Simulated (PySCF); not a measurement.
# Reading the logs of faulty runs: AlBH5OSi

Calculated results; nothing here was measured. The program is PySCF 2.14.0, an open-source quantum chemistry code, run on an isolated molecule that a program drew, which may never have been made. The molecule is AlBH5OSi (charge 0, doublet), drawn as the SMILES string `O[SiH][BH][AlH2]`.

Each row is a Hartree-Fock (HF) and frozen-core CCSD(T) single point in the cc-pV(D+d)Z basis, meant for a local HF minimum. Run 1 is clean. Each other run has one planted mistake out of seven kinds, and not every kind appears here: one electron removed, one electron added, multiplicity raised by two, geometry at a saddle point, minimal basis STO-3G, one bond length entered in bohr, all coordinates scaled. The reference is restricted for singlets and unrestricted otherwise, and also for a bond in bohr. Adding or removing an electron swaps singlet and doublet. Electrons count all cores. HOMO and LUMO are orbital energies over both spins, the gradient is its largest component, and the lowest frequency (negative if imaginary) is given only where the gradient is small. Bond lengths are over the 8 bonds as drawn. T1 is the CCSD diagnostic: over 0.02 (restricted) or 0.045 (unrestricted) a single reference is doubtful.

Geometry of the clean run:
```xyz
9
AlBH5OSi, angstrom
O    -0.1728   -3.1366    3.0545
Si   -1.4992   -2.6639    2.2281
B    -1.9376   -0.8581    1.8017
Al   -0.6090    0.6722    2.4429
H     0.4361   -2.4729    3.3518
H    -2.2043   -3.9228    1.9293
H    -2.9570   -0.6967    1.1853
H     0.7003    0.2349    3.2560
H    -0.7818    2.2296    2.1959
```

```
run,electrons,basis functions,<S^2>,HOMO (eV),LUMO (eV),gradient (hartree/bohr),lowest frequency (cm^-1),mean bond (Å),longest bond (Å),T1,HF (hartree),CCSD(T) (hartree),mistake
1,45,99,0.758,-8.10,0.14,1.4e-05,83,1.5597,2.126,0.0164,-633.28390,-633.76947,no fault
2,46,99,0.000,-1.29,5.56,4.5e-02,-,1.5597,2.126,0.0164,-633.30036,-633.82642,one electron added
3,45,33,0.755,-4.38,5.48,4.9e-02,-,1.5597,2.126,0.0245,-625.63957,-625.83212,minimal basis STO-3G
4,45,99,3.769,-5.43,-1.26,3.4e-02,-,1.5597,2.126,0.0234,-633.16634,-633.64006,multiplicity raised by two
5,44,99,0.000,-15.49,-6.50,7.5e-02,-,1.5597,2.126,0.0183,-633.01713,-633.48548,one electron removed
6,45,99,1.616,-8.21,-0.04,1.8e-02,-,1.7236,2.785,0.0431,-633.17314,-633.65099,?
```

**Which mistake was planted in run 6, and what did it cost?**

The mean bond changes by a factor of 1.105 and the longest by 1.310, so the molecule wasn't scaled as a whole. A length L in bohr read as angstrom grows by (1/0.5292 - 1) L = 0.890 L. The 8 bonds together grew by 8 x 0.1639 = 1.311 Å, which gives L = 1.474 Å. That is bond Si2-H6, 1.474 Å in the clean geometry. So the mistake is: one bond length entered in bohr. Subtracting run 1 and multiplying by 627.51 kcal/mol a hartree, the energy moved by 69.5 kcal/mol in HF and 74.3 kcal/mol in CCSD(T).

